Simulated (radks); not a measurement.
Values are calculated unless marked as measured or tabulated.
In+, configuration [Kr] 4d9.5 5s2 5p0.5 (fractional occupations, a model configuration).

Level of theory: Dirac Kohn-Sham, PBEsol, spin-unpolarised, spherical densities, finite nucleus; open shells are shared between the two j in proportion to 2j + 1; Fermi nuclear charge, rms radius 4.6156 fm (a radial shooting solver on a logarithmic mesh with Libxc functionals).

Energy parts (Ry):
| part | energy |
|---|---|
| total | -11759.70734 |
| kinetic | 12355.31423 |
| electron-nucleus | -28505.45656 |
| Hartree | 4704.09922 |
| exchange-correlation | -313.66424 |

Orbitals (lengths in bohr, moments of r in powers of bohr; <r^-3> diverges for s and p1/2; r(max) is where P^2 peaks):
orbital      occ.  eigenvalue (Ry)  <r^-3>   <1/r>     <r^2>   r(max)  small-component weight
1s1/2           2        -2038.236       -   51.84  0.001195  0.01922                3.23e-02
2s1/2           2        -305.8365       -   11.99   0.01943   0.1088                6.81e-03
2p1/2           2        -285.3180       -   11.98   0.01446  0.08385                6.84e-03
2p3/2           4        -269.8320    4017   11.19   0.01577  0.08829                6.54e-03
3s1/2           2        -58.69465       -   4.225    0.1391   0.3159                1.95e-03
3p1/2           2        -50.41201       -   4.133    0.1341   0.3022                1.90e-03
3p3/2           4        -47.61457   738.9   3.940    0.1428   0.3123                1.82e-03
3d3/2           4        -32.94982   115.3   3.784    0.1236   0.2564                1.70e-03
3d5/2           6        -32.37638   107.9   3.734    0.1262   0.2593                1.68e-03
4s1/2           2         -9.58637       -   1.648    0.8113   0.7693                5.19e-04
4p1/2           2         -6.87335       -   1.530    0.9231   0.7983                4.60e-04
4p3/2           4         -6.37932   130.4   1.467    0.9862   0.8230                4.35e-04
4d3/2         3.8         -2.17344   13.52   1.166     1.579   0.9212                2.91e-04
4d5/2         5.7         -2.10800   12.50   1.149     1.622   0.9312                2.84e-04
5s1/2           2         -1.19471       -  0.5344     6.587    2.070                7.05e-05
5p1/2    0.166667         -0.70990       -  0.4283     10.12    2.483                4.53e-05
5p3/2    0.333333         -0.67383   9.491  0.4119     10.85    2.576                4.22e-05

The highest occupied level is 5p3/2 at -9.168 eV. Summed over all electrons, <r^2> = 43.64 bohr^2, which gives a Langevin (diamagnetic) susceptibility term of -34.6 x 10^-6 cm^3/mol. The density falls to 0.001 e/bohr^3 at r = 4.14 bohr. The electron density at the nucleus is 1.745e+05 e/bohr^3.
